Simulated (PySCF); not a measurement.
Species: In(AsH3)F3.
Bonds: In1–As2, In1–F6, In1–F7, In1–F8. Hydrogens: H3, H4, H5 on As2.

Level of theory: PBE0-D3(BJ)/def2-SVP geometry optimisation, gas phase, def2 core potentials past Kr in PySCF 2.14.0.

Question: How far are the bound atoms from In1?

Answer: 4 atoms: F7 1.955 Å, F8 1.955 Å, F6 1.955 Å, As2 2.793 Å. The nearest atom not counted as bound is H4, at 3.75 Å (others tie with it).

Question: List the angles at In1.

Answer: 
| angle | degrees | distance of the outer atoms (Å) |
| --- | --- | --- |
| F6–In1–F7 | 118.4 | 3.36 |
| F6–In1–F8 | 118.3 | 3.36 |
| F7–In1–F8 | 117.7 | 3.35 |
| As2–In1–F7 | 98.6 | 3.64 |
| As2–In1–F8 | 98.1 | 3.63 |
| As2–In1–F6 | 97.2 | 3.60 |

Question: What is the shape at In1?

Answer: Distorted tetrahedral: angles from 97.2° to 118.4°; τ4 = (360° − α − β)/141° = 0.88 with α and β the two widest (0 for a square, 1 for a tetrahedron).

Question: What are the other bond lengths?

Answer: As2–H3, As2–H4, As2–H5 1.506 Å.

Point group: near C3v, missed by 0.17 Å at most; the miss may be what the optimiser left on a soft mode (C3 holds within 0.08 Å). Charge 0, singlet. Whether it is a minimum is left open (no frequencies).

Hardware: one thread, Arm Neoverse V2, shared host. Cost: 40 s. This is the geometry optimisation.
